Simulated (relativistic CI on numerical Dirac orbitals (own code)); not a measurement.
## Energy levels of Eu4+

Computed by Dirac-Coulomb-Breit CI, KLI orbitals optimised for each configuration, a model potential for QED, valence Slater integrals scaled by 0.85, P86 correlation energy added to each configuration (own radial code, finite nucleus).

Configurations in the expansion (outside the closed core [Kr] 4d10 5s2): 4f5.5p6, 4f4.5p6.5d, 4f7.5p4, 4f4.5p6.6s, 4f5.5p5.6s, 4f4.5p6.6d, 4f4.5p6.7s, 4f4.5p6.8s, 4f3.5p6.6s2. Levels of other configurations are missing.

The lowest level is 4f5.5p6 6H°_5/2, with 95 % of that term; Hund's rules for 4f5.5p6 give 6H° with J = 5/2, in agreement.

```csv
No.,Configuration,Term,J,E (cm⁻¹),%,Landé g,Lifetime (s)
1,4f5.5p6,6H°,5/2,0.0,95,0.299,
2,4f5.5p6,6H°,7/2,1303.2,96,0.829,5.37e+00
3,4f5.5p6,6H°,9/2,2799.7,97,1.070,2.81e+00
4,4f5.5p6,6H°,11/2,4417.1,97,1.199,2.35e+00
5,4f5.5p6,6H°,13/2,6101.7,96,1.276,2.67e+00
6,4f5.5p6,6F°,1/2,7770.1,96,-0.645,
7,4f5.5p6,6H°,15/2,7807.8,94,1.325,4.59e+00
8,4f5.5p6,6F°,3/2,8024.9,94,1.052,4.41e+01
9,4f5.5p6,6F°,5/2,8594.9,92,1.298,1.06e+01
10,4f5.5p6,6F°,7/2,9681.1,93,1.386,5.96e+00
11,4f5.5p6,6F°,9/2,11171.1,95,1.427,4.19e+00
12,4f5.5p6,6F°,11/2,12909.1,97,1.449,5.12e+00
13,4f5.5p6,4G°,5/2,19325.9,48,0.787,6.98e-02
14,4f5.5p6,4F°,3/2,20193.6,94,0.430,1.41e-01
15,4f5.5p6,4M°,15/2,21127.0,75,0.868,1.58e+00
16,4f5.5p6,4G°,7/2,21926.7,59,1.074,8.07e-02
17,4f5.5p6,4I°,9/2,22195.5,94,0.738,1.77e-01
18,4f5.5p6,4I°,11/2,22721.4,68,0.914,1.30e-01
19,4f5.5p6,4I°,13/2,23221.2,46,1.011,1.36e-01
20,4f5.5p6,4M°,17/2,23333.4,86,0.981,2.44e+00
21,4f5.5p6,4F°,5/2,24541.0,52,0.861,7.12e-02
22,4f5.5p6,4I°,15/2,24743.2,48,1.108,1.08e-01
23,4f5.5p6,4G°,9/2,25148.9,72,1.192,1.07e-01
24,4f5.5p6,4M°,19/2,25161.2,91,1.070,3.62e+00
25,4f5.5p6,4M°,21/2,26604.4,93,1.135,1.08e+01
26,4f5.5p6,4L°,13/2,26901.2,62,0.911,1.76e-01
27,4f5.5p6,4K°,11/2,27343.2,69,0.830,2.09e-01
28,4f5.5p6,4D°,5/2,27623.4,33,1.493,1.76e-01
29,4f5.5p6,4F°,7/2,27752.5,57,1.149,8.37e-02
30,4f5.5p6,4L°,15/2,27888.3,53,1.034,2.89e-01
31,4f5.5p6,4G°,11/2,28574.1,80,1.241,2.60e-01
32,4f5.5p6,4L°,17/2,29119.9,47,1.106,5.15e-01
33,4f5.5p6,4D°,1/2,29185.0,58,0.240,8.44e-02
34,4f5.5p6,4K°,13/2,29324.4,62,0.953,5.19e-01
35,4f5.5p6,6P°,3/2,29581.7,37,1.769,1.66e-01
36,4f5.5p6,4F°,9/2,30474.8,66,1.252,1.26e-01
37,4f5.5p6,4D°,7/2,31217.5,70,1.470,2.08e-01
38,4f5.5p6,4K°,17/2,31486.9,37,1.100,1.02e+00
39,4f5.5p6,4K°,15/2,31555.3,56,1.048,5.25e-01
40,4f5.5p6,4H°,7/2,31601.2,90,0.691,1.23e-01
41,4f5.5p6,4D°,3/2,31927.2,52,1.639,1.06e-01
42,4f5.5p6,4L°,19/2,32332.1,86,1.143,6.39e-01
43,4f5.5p6,4H°,9/2,32543.8,71,1.016,9.78e-02
44,4f5.5p6,6P°,5/2,32671.4,55,1.617,1.46e-01
45,4f5.5p6,4H°,11/2,32914.5,67,1.147,1.03e-01
```

Energies count from the lowest computed level; ° marks odd parity; lifetimes are radiative, by E1, M1, E2 decay to levels of this space only; some are left blank where a channel outside the calculation adds to the decay or the decay crosses a small, uncertain gap.

The mean weight of the leading LS term, summed over parents, in these 45 levels is 73 %, and that of the leading jj configuration (from the same eigenvectors) 50 %, so LS coupling describes them better.

At this charge configurations can still be misplaced by up to about 7 % of their energy. Levels and lines within the n = 5 or 6 shells can be off by up to 10 % or somewhat more, and those that change n by about 2 %, since core polarisation is missing.

Landé's interval rule says that E(J) − E(J−1) = AJ with one A. For the ground term the intervals give A = 372.3, 332.6, 294.1, 259.2, 227.5 cm⁻¹ for J = 7/2, 9/2, 11/2, 13/2, 15/2; the multiplet is regular.

LS names give the leading component of a level, which can be under half, so a name can repeat, a term be missing and a line seem to break the LS rules.
